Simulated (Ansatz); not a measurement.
Input for Ansatz (development build ahead of 0.2.0):

```yaml
crystal:
  periodic: [false, false, false]
  atoms:
    - { symbol: C, position_ang: [0.03767, -0.04377, -2.19341] }
    - { symbol: I, position_ang: [0.02125, 0.03086, 0.43948] }
    - { symbol: H, position_ang: [0.00383, -1.3011, -2.6139] }
    - { symbol: H, position_ang: [-1.05197, 0.65322, -2.53895] }
    - { symbol: H, position_ang: [1.08204, 0.67658, -2.61304] }
basis:
  gaussian: { orbitals: def2-SVP }
hamiltonian:
  xc: hf
```

The input is written out in the form of the current development build from the run's settings. The basis set brings a core potential for I, so the total leaves out those core electrons.

The run gave:

```
Converged                       : yes
Total energy                    : -336.10759 hartree
Spin squared of the determinant : 0.000
```

Caution: stretched shape with no unrestricted run beside it, a lower state can exist.
